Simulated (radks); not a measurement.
Task: Radial electron density D(r) = 4 pi r^2 rho(r) of an atom or ion with 5.25 electrons. Method: Dirac Kohn-Sham, PBEsol, spin-unpolarised, spherical densities, point nucleus; computed with a radial shooting solver on a logarithmic mesh with Libxc functionals.

```
   r/bohr * D(r) (the largest magnitude, 4.22, reaches the edge; | marks zero)
 0.009287 |*
  0.01022 |*
  0.01134 | *
  0.01259 | *
  0.01397 | *
  0.01537 |  *
  0.01706 |  *
  0.01893 |   *
  0.02083 |    *
  0.02312 |     *
  0.02565 |      *
  0.02846 |       *
  0.03133 |         *
  0.03477 |           *
  0.03858 |             *
  0.04246 |               *
  0.04712 |                 *
  0.05228 |                    *
  0.05801 |                        *
  0.06386 |                           *
  0.07085 |                              *
  0.07862 |                                  *
  0.08654 |                                      *
  0.09603 |                                          *
   0.1066 |                                             *
   0.1182 |                                                *
   0.1301 |                                                   *
   0.1444 |                                                     *
   0.1602 |                                                      *
   0.1764 |                                                      *
   0.1957 |                                                     *
   0.2172 |                                                   *
    0.241 |                                               *
   0.2652 |                                           *
   0.2943 |                                       *
   0.3266 |                                  *
   0.3595 |                             *
   0.3989 |                         *
   0.4426 |                       *
   0.4911 |                     *
   0.5406 |                      *
   0.5998 |                       *
   0.6656 |                          *
   0.7326 |                             *
   0.8129 |                                *
    0.902 |                                   *
    1.001 |                                    *
    1.102 |                                    *
    1.222 |                                   *
    1.356 |                                *
    1.493 |                            *
    1.657 |                       *
    1.838 |                 *
     2.04 |            *
    2.245 |         *
    2.491 |     *
    2.765 |   *
    3.043 | *
    3.377 |*
    3.747 |*
    4.157 *
    4.576 *
    5.078 *
```

What is the nuclear charge?

Result: Z = 6. The innermost maximum, from 1s, lies near gamma/Z bohr with gamma = sqrt(1 - (Z/c)^2) = 0.999, here 0.167 bohr (found: 0.168), and its height grows with Z. The density is that of the carbon ion C0.75+ in 1s1.25 2s2 2p2; the configuration itself is not fixed sharply by these data. D(r) has 2 maxima, at r = 0.168, 1.05 bohr, and minima at 0.507 bohr, inside which lie 1.35 electrons.
